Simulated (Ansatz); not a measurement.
The cluster Al4Ru, relaxed as a singlet with RKS PBE0-D4/def2-SVP in Ansatz, starting from the GFN1-xTB geometry. Force threshold 0.02 eV/Å.

In the def2 sets Ru takes a core potential; there is no spin–orbit coupling. The structure comes from a short search, and lower isomers may exist.

Start:

```csv
atom,x (Å),y (Å),z (Å)
Ru1,-0.242,-0.782,0.844
Al2,-1.171,1.480,1.288
Al3,-1.006,-0.139,-1.400
Al4,1.271,1.077,0.310
Al5,1.149,-1.635,-1.043
```

Question: Estimate the energy that the relaxation releases and the steps that it takes.

Answer: 13.0 kcal/mol, in 6 steps; 9 s on 4 threads of Arm Neoverse V1 on a shared host. No frequencies were taken in this run, so the end may be a saddle point.

Question: Does the start keep its bonding?

Answer: By distances, no bond broke or formed. The bond that changes most is Al3–Al5, from 2.65 to 2.95 Å (atoms count from 1). The end is the same structure that another start reached, the lowest one found.

Question: Predict the relaxed structure.

Answer: 
```xyz
5

Ru   -0.174   -0.634    0.684
Al   -1.345    1.341    1.341
Al   -1.052    0.064   -1.304
Al    1.342    0.992    0.164
Al    1.229   -1.763   -0.886
```
Bond lengths (bridged metal pairs left out): 4 × Al–Ru 2.28 to 2.39 Å.
